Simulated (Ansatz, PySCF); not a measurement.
Gas-phase reaction (SMILES): C[SiH2]C + F (HF) -> C[SiH](C)F [fluoro(dimethyl)silane] + [H][H] (H2); hydrogen fluoride cleaves one Si-H bond, a model of a ligand-exchange step.

Structures are relaxed separately at B3LYP-D3(BJ)/def2-TZVP in Ansatz (a quantum-chemistry and plane-wave program). Cores are frozen in the correlated levels unless marked. No spin-orbit coupling. No relativistic terms. CBS(X,Y): correlation extrapolated as X^-3; Hartree-Fock from the larger set. The bracket is a focal-point correction in the basis named. Thermal terms are rigid-rotor harmonic-oscillator values from B3LYP-D3(BJ) frequencies (Ansatz or PySCF) at 298.15 K and 1 atm. 1 Eh = 627.5095 kcal/mol.

```
species      E, RI-MP2/CBS(aug-cc-pV(T+d)Z,aug-cc-pV(Q+d)Z)+[CCSD(T)-MP2]/aug-cc-pV(T+d)Z (Ansatz) (Eh)  E, r2SCAN-D4/def2-TZVPD (Ansatz + dftd4) (Eh)  H - E (Eh)
-----------  ------------------------------------------------------------------------------------------  ---------------------------------------------  ----------
C[SiH2]C                                                                                     -370.01321                                     -370.49180     0.09658
F (HF)                                                                                       -100.39388                                     -100.44728     0.01259
C[SiH](C)F                                                                                   -469.28036                                     -469.81893     0.09219
[H][H] (H2)                                                                                    -1.17524                                       -1.17100     0.01336
```

Q: Work out ΔE and ΔH at 298.15 K at the first level, then ΔH at the second.

A: 
1. ΔE = [(-469.28036) + (-1.17524)] - [(-370.01321) + (-100.39388)] = -0.04851 Eh = -30.4 kcal/mol at RI-MP2/CBS(aug-cc-pV(T+d)Z,aug-cc-pV(Q+d)Z)+[CCSD(T)-MP2]/aug-cc-pV(T+d)Z.
2. The terms H - E add up to -0.00362 Eh, so ΔH = (-0.04851 + (-0.00362))×627.5095 = -32.7 kcal/mol.
3. At r2SCAN-D4/def2-TZVPD the same steps give ΔE = -31.9 and ΔH = -34.2 kcal/mol, a shift of -1.5 from the first level.
4. These values are not checked against measurement here, since the tables used lack a sound gas-phase enthalpy of formation for at least one species.
